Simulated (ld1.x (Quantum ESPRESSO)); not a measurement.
## bismuth (Bi) ultrasoft: all-electron and pseudo phase curves

ld1.x (Quantum ESPRESSO) 7.5 input, shortened:

```
&input
   title='Bi', zed=83., rel=2, dft='PBE', iswitch=3,
   config='[Xe] 4f14 5d10 6s2 6p3', rel_dist='average'
 /
 &inputp
   pseudotype=3, tm=.true., lloc=-1, rcloc=1.90,
   nlcc=.false.,
   which_augfun='PSQ', rmatch_augfun_nc=.true.
 /
6
6S  1  0   2.00   0.00  1.75  2.00  0.0
6S  1  0   0.00  -0.05  1.75  2.00  0.0
6P  2  1   3.00   0.00  2.20  2.60  0.0
6P  2  1   0.00   0.10  2.20  2.60  0.0
5D  3  2  10.00   0.00  2.05  2.30  0.0
5D  3  2   0.00  -1.65  2.05  2.30  0.0
 &test
   configts(1)='5d10 6s2 6p3'
 /
```

Open shells are filled in proportion to 2j + 1 (rel_dist='average').

The phase is arctan(r·u′/u) with u = r·R(r), unwrapped; energies in Ry, scanned from -4 to 5 Ry. A pole is an energy at which the radial function vanishes at the test radius. The pseudo phase is shifted by a multiple of π to meet the all-electron one at the reference energy, and phase errors are pseudo minus all-electron; the curves can meet again beyond the range given. Levels narrower than the energy grid can be missing from the lists of poles.

```csv
channel,radius (bohr),reference energy (Ry),"poles, all-electron","poles, pseudo",unbroken range about the reference energy with phases within 0.05 rad,phase error 1 Ry above the reference energy (rad)
s,2.86,-1.06,-0.34,-0.34,the whole range,-0.000
p1/2,2.86,-0.44,0.76,"0.76, 4.00",below 2.8,-0.000
p3/2,2.86,-0.30,1.32,"1.32, 3.28",below 2.8,-0.000
d3/2,2.86,-2.11,"-2.06, 3.46","-2.06, 1.83",below 0.2,-0.000
d5/2,2.86,-1.89,"-1.83, 3.63","-1.83, 3.23",below 0.9,-0.000
```

Phases in the d5/2 channel:

```json
{"E (Ry)": "-4.00", "all-electron": "1.390", "pseudo": "1.390"}
{"E (Ry)": "-3.76", "all-electron": "1.383", "pseudo": "1.383"}
{"E (Ry)": "-3.52", "all-electron": "1.376", "pseudo": "1.376"}
{"E (Ry)": "-3.28", "all-electron": "1.367", "pseudo": "1.367"}
{"E (Ry)": "-3.04", "all-electron": "1.356", "pseudo": "1.356"}
{"E (Ry)": "-2.80", "all-electron": "1.342", "pseudo": "1.342"}
{"E (Ry)": "-2.56", "all-electron": "1.322", "pseudo": "1.322"}
{"E (Ry)": "-2.32", "all-electron": "1.285", "pseudo": "1.285"}
{"E (Ry)": "-2.08", "all-electron": "1.151", "pseudo": "1.151"}
{"E (Ry)": "-1.84", "all-electron": "-1.549", "pseudo": "-1.549"}
{"E (Ry)": "-1.60", "all-electron": "-1.741", "pseudo": "-1.741"}
{"E (Ry)": "-1.36", "all-electron": "-1.789", "pseudo": "-1.789"}
{"E (Ry)": "-1.12", "all-electron": "-1.822", "pseudo": "-1.822"}
{"E (Ry)": "-0.88", "all-electron": "-1.852", "pseudo": "-1.853"}
{"E (Ry)": "-0.64", "all-electron": "-1.886", "pseudo": "-1.886"}
{"E (Ry)": "-0.40", "all-electron": "-1.927", "pseudo": "-1.927"}
{"E (Ry)": "-0.16", "all-electron": "-1.979", "pseudo": "-1.980"}
{"E (Ry)": "0.08", "all-electron": "-2.051", "pseudo": "-2.054"}
{"E (Ry)": "0.32", "all-electron": "-2.158", "pseudo": "-2.164"}
{"E (Ry)": "0.56", "all-electron": "-2.331", "pseudo": "-2.346"}
{"E (Ry)": "0.80", "all-electron": "-2.633", "pseudo": "-2.672"}
{"E (Ry)": "1.04", "all-electron": "-3.136", "pseudo": "-3.215"}
{"E (Ry)": "1.28", "all-electron": "-3.698", "pseudo": "-3.784"}
{"E (Ry)": "1.52", "all-electron": "-4.076", "pseudo": "-4.141"}
{"E (Ry)": "1.76", "all-electron": "-4.290", "pseudo": "-4.340"}
{"E (Ry)": "2.00", "all-electron": "-4.418", "pseudo": "-4.460"}
{"E (Ry)": "2.24", "all-electron": "-4.502", "pseudo": "-4.539"}
{"E (Ry)": "2.48", "all-electron": "-4.561", "pseudo": "-4.596"}
{"E (Ry)": "2.72", "all-electron": "-4.606", "pseudo": "-4.641"}
{"E (Ry)": "2.96", "all-electron": "-4.641", "pseudo": "-4.677"}
{"E (Ry)": "3.20", "all-electron": "-4.670", "pseudo": "-4.709"}
{"E (Ry)": "3.44", "all-electron": "-4.695", "pseudo": "-4.738"}
{"E (Ry)": "3.68", "all-electron": "-4.717", "pseudo": "-4.766"}
{"E (Ry)": "3.92", "all-electron": "-4.738", "pseudo": "-4.795"}
{"E (Ry)": "4.16", "all-electron": "-4.757", "pseudo": "-4.827"}
{"E (Ry)": "4.40", "all-electron": "-4.777", "pseudo": "-4.864"}
{"E (Ry)": "4.64", "all-electron": "-4.796", "pseudo": "-4.910"}
{"E (Ry)": "4.88", "all-electron": "-4.817", "pseudo": "-4.973"}
```
